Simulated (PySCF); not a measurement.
How methods differ on the excitation energy of B

B [He] 2s2 2p1 (2P) → B [He] 2s2 3d1 (2D), as a difference of total energies. Computed with PySCF 2.14 in x2c-QZVPPall with one added diffuse shell each of s, p, d, f type (8s5p4d3f1g, 73 functions), with the spin-free X2C one-electron Hamiltonian (Gaussian nucleus). Correlated levels: valence: 1s2 frozen; valence and next inner shell: nothing frozen. The calculations carry no spin-orbit coupling.

```
                                method  excitation energy (eV)
                                   UHF                   7.578
                                   LDA                   7.495
                                   PBE                   7.364
                                r2SCAN                   7.716
                                  BP86                   7.334
                                M06-2X                   7.409
                                B2PLYP                   7.575
                         MP2 (valence)                   7.661
                     SCS-MP2 (valence)                   7.653
    MP2 (valence and next inner shell)                   7.679
SCS-MP2 (valence and next inner shell)                   7.665
```

Question: Estimate what PBE0 gives.

Answer: 7.501 eV, closest to LDA among the rows shown.

Question: Estimate what TPSS gives.

Answer: 7.556 eV, closest to B2PLYP among the rows shown.

Errors of the correlated levels include the incompleteness of this basis and the frozen core.

The promoted electron is Rydberg-like, and one or two diffuse shells describe it only roughly, which tends to raise the upper state.

In the upper state the promoted electron has a positive orbital energy at LDA, PBE, PBE0, r2SCAN, BP86, TPSS, so the basis confines it.

For comparison: 6.789 eV (measured; NIST levels, between the centres of gravity of the two terms).
